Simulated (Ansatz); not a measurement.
Input file for Ansatz (an electronic-structure program): R-CCSD(T)/def2-TZVPP on H2SeTe (SMILES [SeH][TeH]), a point of a torsion scan. Elements past Kr take the def2 small-core potentials; no spin–orbit coupling. The run froze 23 orbitals, filled d shells among them.

Ansatz 0.2 input:
```yaml
crystal:
  periodic: [false, false, false]
  atoms:
    - {symbol: Se, position_ang: [-1.22501696, 0.53123454, 0.41516137]}
    - {symbol: Te, position_ang: [1.17663151, 0.72209741, -0.38524260]}
    - {symbol: H, position_ang: [-1.57201035, -0.58802518, -0.41328576]}
    - {symbol: H, position_ang: [0.99760231, -0.54476505, -1.40885853]}
basis:
  gaussian:
    orbitals: def2-TZVPP
magnetization: {spin_polarized: false}
correlation: {method: ccsd_t, electrons: outside_noble_gas}
scf: {lower_state_search: off}
```

Program output:

```
WARN ansatz: RAYON_NUM_THREADS=1 ignored (pool sized by the plan → 1); use --threads N
Functional definition: HF
these checks for a lower state are left out or cut short: stability, starts, cluster_reference, orbital_swaps, neighbouring_geometries, increment
integrals: 0.21 GiB planned
950 factors; integrals over basis functions are off by at most 1.0e-3 eV
mean field: 0.41 GiB planned
mean field evaluation 1: about -72599.5076 eV, gradient 1.2e1 eV
mean field evaluation 2: about -72599.6604 eV, gradient 1.2e1 eV
mean field evaluation 4: about -72600.3146 eV, gradient 2.0e0 eV
mean field evaluation 8: about -72600.3320 eV, gradient 1.3e-1 eV
mean field -72600.33218672 eV, -2668.0129975892 hartree, gradient 3.4e-6 eV, S^2 0.000000; 0 other end points of the search recorded, 0 dependent functions left out
23 core orbitals not correlated
reference -72600.33218672 eV, -2668.0129975892 hartree; 7, 7 occupied and 96, 96 virtual orbitals, 950 factors
second order -7.94978616 eV of doubles, -0.00000000 eV of singles
coupled cluster: 0.43 GiB planned
cycle   1  -8.60107853 eV  change   -6.5e-1 eV  update   7.0e-2
cycle   2  -8.86740395 eV  change   -2.7e-1 eV  update   2.3e-2
cycle   3  -8.89185080 eV  change   -2.4e-2 eV  update   7.6e-3
cycle   4  -8.89000820 eV  change    1.8e-3 eV  update   2.5e-3
cycle   5  -8.88956811 eV  change    4.4e-4 eV  update   9.0e-4
cycle   6  -8.88948759 eV  change    8.1e-5 eV  update   3.4e-4
cycle   7  -8.88954445 eV  change   -5.7e-5 eV  update   1.0e-4
cycle   8  -8.88956038 eV  change   -1.6e-5 eV  update   2.9e-5
cycle   9  -8.88955285 eV  change    7.5e-6 eV  update   8.4e-6
perturbative correction -0.37859507 eV, -0.0139131121 hartree
Total energy: -72609.60033463 eV, -2668.3535957429 hartree
Checks for a lower state left out: stability, starts, cluster_reference, orbital_swaps, neighbouring_geometries, increment
```

The run converged.

Cost: very roughly 4 core-seconds.
